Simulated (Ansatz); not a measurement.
The cluster Hg₃Te₃⁻, relaxed as a doublet with UKS B3LYP-D4/def2-SVPD in Ansatz, starting from the B3LYP-D4/def2-SVP geometry of the neutral singlet. Force threshold 0.02 eV/Å.

In the def2 sets Hg, Te take a core potential; there is no spin–orbit coupling. The structure comes from a short search, and lower isomers may exist.

Start:

```tsv
atom	x (Å)	y (Å)	z (Å)
Hg1	-1.301	0.152	-1.510
Hg2	1.883	-0.567	-0.357
Hg3	-0.582	0.415	1.867
Te4	0.905	-0.645	-2.901
Te5	2.022	-0.237	2.347
Te6	-2.927	0.882	0.554
```

Q: Estimate the energy that the relaxation releases and the steps that it takes.

A: 40.5 kJ/mol, in 15 steps; 3.9 min on 4 threads of AMD EPYC 7R43 on a shared host. The force fell under the threshold at step 4, but the optimiser went on and released 0.116 eV more. No frequencies were taken in this run, so the end may be a saddle point.

Q: Does the start keep its bonding and symmetry?

A: By distances, no bond broke or formed. The bond that changes most is Hg1–Te6, from 2.73 to 3.09 Å (atoms count from 1). Point group D3h at the start, C2v at the end, both within 0.05 Å.

Q: Predict the relaxed structure.

A: 
Cartesian coordinates in Å:
```
Hg -1.638 0.192 -1.901
Hg 1.900 -0.567 -0.318
Hg -0.547 0.408 1.888
Te 1.149 -0.708 -2.872
Te 2.064 -0.242 2.396
Te -2.929 0.917 0.807
```
Bond lengths (bridged metal pairs left out): 6 × Hg–Te 2.67 to 3.09 Å.
